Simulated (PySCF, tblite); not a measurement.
Isomers of C7H10F (doublet state). Computed values, GFN2-xTB/tblite, gas phase, harmonic and unscaled. The method is semi-empirical: single wavenumbers can be off by several per cent or more. One conformer each. Open shells enter through the occupations alone, without spin polarisation, and single modes of such species can be off by tens of per cent.

Electronic energies: B3LYP/pcH-1 single points on the GFN2-xTB geometries (PySCF, gas phase).

```tsv
SMILES	electronic energy, lowest = 0 (kJ/mol)
C[C@@H]1[C]2CC[C@H]2[C@H]1F	95.1
C#CC[C@@H]([CH]C)CF	83.6
F[C@@H]1C[C]2CC[C@H]2C1	0.0
```

Problem. How do GFN2-xTB zero-point energies change the relative energies?

Solution. 
```tsv
SMILES	ZPE (kJ/mol)	of it from modes above 1550 cm⁻¹	electronic (kJ/mol)	with ZPE, lowest = 0 (kJ/mol)	lowest mode (cm⁻¹)	rings
F[C@@H]1C[C]2CC[C@H]2C1	398.3	178.3	0.0	0.0	89	2
C#CC[C@@H]([CH]C)CF	378.7	194.0	83.6	64.0	45	0
C[C@@H]1[C]2CC[C@H]2[C@H]1F	395.1	179.4	95.1	92.0	68	2
```

The zero-point energies span 19.6 kJ/mol, from `C#CC[C@@H]([CH]C)CF` to `F[C@@H]1C[C]2CC[C@H]2C1`. The order is unchanged.

Problem. And how do the electronic energies of GFN2-xTB itself compare?

Solution. `F[C@@H]1C[C]2CC[C@H]2C1` 0.0; `C#CC[C@@H]([CH]C)CF` 186.3; `C[C@@H]1[C]2CC[C@H]2[C@H]1F` 89.0 kJ/mol, lowest = 0. Against the energies above, taken from the same isomer `F[C@@H]1C[C]2CC[C@H]2C1`, the largest difference is 102.7 kJ/mol.

Problem. What do entropy and thermal enthalpy add at 298.15 K and 1 bar (rigid rotor, harmonic oscillator, one conformer each)?

Solution. 
```
                     SMILES  point group  symmetry number  S (J/(mol K))  H − H(0) (kJ/mol)  ZPE + H − H(0) − TS (kJ/mol)
    F[C@@H]1C[C]2CC[C@H]2C1           C1                1          352.3              20.78                         314.0
        C#CC[C@@H]([CH]C)CF           C1                1          426.9              29.50                         280.9
C[C@@H]1[C]2CC[C@H]2[C@H]1F           C1                1          361.9              22.26                         309.5
```

S holds R ln(2S + 1) for the spin.
